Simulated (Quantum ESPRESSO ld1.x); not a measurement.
Q: These are the eigenvalues of the occupied orbitals of an atom or ion with whole-number occupations (eV). All-electron calculation, scalar-relativistic Kohn-Sham, LDA (Slater exchange, Perdew-Zunger correlation), spin-polarised, spherical densities, point nucleus. Program: ld1.x of Quantum ESPRESSO 7.5.

| orbital | eigenvalue |
|---|---|
| 1s up | -14185.4 |
| 1s down | -14161.1 |
| 2s up | -3066.41 |
| 2s down | -3029.55 |
| 2p up | -2922.56 |

Which element is it, and in what charge state? The configuration may be excited. Open shells, if any, are filled with parallel spins first.

A: Z = 34, selenium, charge +27: Se27+ in [He] 2s2 2p3. The list shows which subshells hold electrons but not how many an open one holds; the 1s level, -521.31 hartree, gives Z - s = 32.3 by -(Z - s)^2/2, which with screening and relativity narrows Z to a few neighbours, and the depths of the outer levels then fix element, charge and occupations together.
